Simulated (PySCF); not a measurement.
Compound: C₇H₄F₄.
SMILES: `Fc1ccc(C(F)(F)F)cc1`

Level of theory: TDDFT CAM-B3LYP/def2-SVPD, vertical, gas phase, core orbitals frozen in the response (PySCF 2.14.0, density-fitted response routines). Geometry: PBE0-D3(BJ)/def2-SVP; no solvent, vibrations or thermal averaging. Torsions of this conformer, `[F:1][c:2]1[cH:3][cH:4][c:5]([C:6]([F:7])([F:8])[F:9])[cH:10][cH:11]1`: C4–C5–C6–F7 -33°.

Computed states:

```tsv
state	E (eV)	f
S1	5.42	0.0022
S2	6.13	0.024
S3	7.05	0.503
S4	7.10	0.691
S5	7.61	0.0015
S6	7.85	0.0002
S7	7.96	0.0003
S8	7.99	0.013
S9	8.01	0.0003
S10	8.32	0.0001
```

Broadening: Gaussians 0.25 eV wide at half height, area fixed by f = 4.319×10⁻⁹ ∫ε dν̃. The width is an assumption, not a result. The curve ends short of the highest state used, and states not computed would add to its high-energy end.

Question: What does the envelope look like, and where are its maxima?

Answer: 
(E (eV), ε (L mol⁻¹ cm⁻¹)): (5.04, 0), (5.11, 3), (5.17, 15), (5.23, 48), (5.29, 113), (5.36, 202), (5.42, 235), (5.48, 199), (5.54, 123), (5.60, 55), (5.67, 15), (5.73, 6), (5.79, 18), (5.85, 90), (5.92, 398), (5.98, 1011), (6.04, 1867), (6.10, 2505), (6.16, 2442), (6.23, 1583), (6.29, 772), (6.35, 274), (6.41, 71), (6.48, 10), (6.54, 2), (6.60, 8), (6.66, 78), (6.72, 558), (6.79, 3771), (6.85, 13934), (6.91, 37976), (6.97, 76431), (7.04, 117907), (7.10, 123169), (7.16, 95002), (7.22, 54046), (7.28, 22646), (7.35, 5573), (7.41, 1223), (7.47, 257), (7.53, 145), (7.60, 164), (7.66, 157), (7.72, 154)

Maxima: 229 nm (5.42 eV), ε about 240, made up of S1 (100%); 202 nm (6.13 eV), ε about 2600, made up of S2 (100%); 175 nm (7.08 eV), ε about 130000, made up of S3 (42%) and S4 (58%); 163 nm (7.61 eV), ε about 170, made up of S5 (97%) (ε in L mol⁻¹ cm⁻¹; maxima over ε = 5, shares over 10%). At its high-energy end, 7.72 eV, the curve is still rising (ε about 150, from S5 and S8).

Question: Does any computed singlet lie in the visible range?

Answer: No computed singlet lies in the visible range (380 to 750 nm); the lowest, at 229 nm, stands 2.16 eV above its violet end (3.26 eV).

Question: What would ε be at 7.08 eV, the highest of these maxima, with half the width (0.125 eV)?

Answer: About 233000 L mol⁻¹ cm⁻¹ against 126000, a factor of about 1.9; a lone state at its own centre would give exactly 2.

Question: Coming from long wavelengths, where does ε first pass 100 L mol⁻¹ cm⁻¹?

Answer: At about 235 nm (5.28 eV), 0.14 eV below S1.
